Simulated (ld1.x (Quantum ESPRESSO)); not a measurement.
# Before and after: RRKJ potential for nickel

* Element: nickel (Ni)
* Generator: ld1.x (Quantum ESPRESSO) 7.5
* Type: norm-conserving RRKJ (Kleinman–Bylander form)
* Functional: PBE
* Relativity: scalar-relativistic
* Frozen core: [Ar]
* Valence charge: 10
* Reference configuration: 3d7 4s0 4p0 (charge +3)
* Partial waves: 4p (bound, empty): rc 1.65 bohr; 3d (bound): rc 0.85 bohr; 4s (bound, empty): rc 1.65 bohr
* Local potential: the s channel
* Core correction: Bessel-smoothed model core inside 0.40 bohr
* rho0: 0.001

All-electron outer shells of the reference configuration (PBE, scalar-relativistic, ld1.x):

```tsv
shell	level (eV)	outermost node (bohr)	outermost maximum (bohr)
3p	-110.71	0.27	0.64
3d	-47.06	–	0.62
4s	-33.48	0.90	1.88
4p	-25.45	0.96	2.15
```

Change: wave 3d (bound): rc 0.85 bohr becomes 3d (bound): rc 1.06 bohr.

Cutoffs: the cutoffs (Ry, on a coarse ladder) from which the occupation-weighted sum of valence levels, in a spherical-Bessel basis at the reference potential, stays within 10 and 1 mRy of its value at 400 Ry; they do not see the model core or the augmentation charge, which bear on the density cutoff. Errors are all-electron minus pseudo energies relative to the spin-unpolarised reference configuration.

Question: How do hardness, ghosts and transferability respond?

Answer: The potential gets softer (230 Ry and 300 Ry → 160 Ry and 230 Ry); both files keep a bound ghost (p); of the 7 tests that both files solve, the error grows in 0 and shrinks in 1 by more than 15 % and 0.3 meV (median size 498.4 → 478.5 meV). A larger radius leaves more room for a smooth pseudo-wave, so fewer plane waves are needed.

| quantity | base | changed |
| --- | --- | --- |
| cutoff, loose | 230 Ry | 160 Ry |
| cutoff, tight | 300 Ry | 230 Ry |
| bound ghosts | p | p |
| error for 3d8 4s2 4p0, meV [ΔE -64.14 eV] | -358 | -347 |
| error for 3d8 4s1 4p0, meV [ΔE -54.82 eV] | -463 | -445 |
| error for 3d8 4s0 4p0, meV [ΔE -37.47 eV] | -583 | -552 |
| error for 3d8.5 4s1.5 4p0, meV [ΔE -65.32 eV] | -797 | -769 |
| error for 3d8 4s0 4p1, meV [ΔE -49.13 eV] | -529 | -505 |
| error for 3d7 4s2 4p1, meV [ΔE -53.60 eV] | -26 | -22 |
| error for 3d8 4s0 4p2, meV [ΔE -54.64 eV] | -498 | -479 |
| s: phases at 1.80 bohr within 0.05 rad from the reference energy up to (Ry; the scan ends near 5) | 0.5 | 0.5 |
| p: phases at 1.80 bohr within 0.05 rad from the reference energy up to (Ry; the scan ends near 5) | to the end of the scan | to the end of the scan |
| d: phases at 1.80 bohr within 0.05 rad from the reference energy up to (Ry; the scan ends near 5) | -2.0 | -2.0 |

 A true bound ghost makes a file unfit for plane-wave use even where its test errors are small: the radial tests pick states by their node count and pass the ghost by.
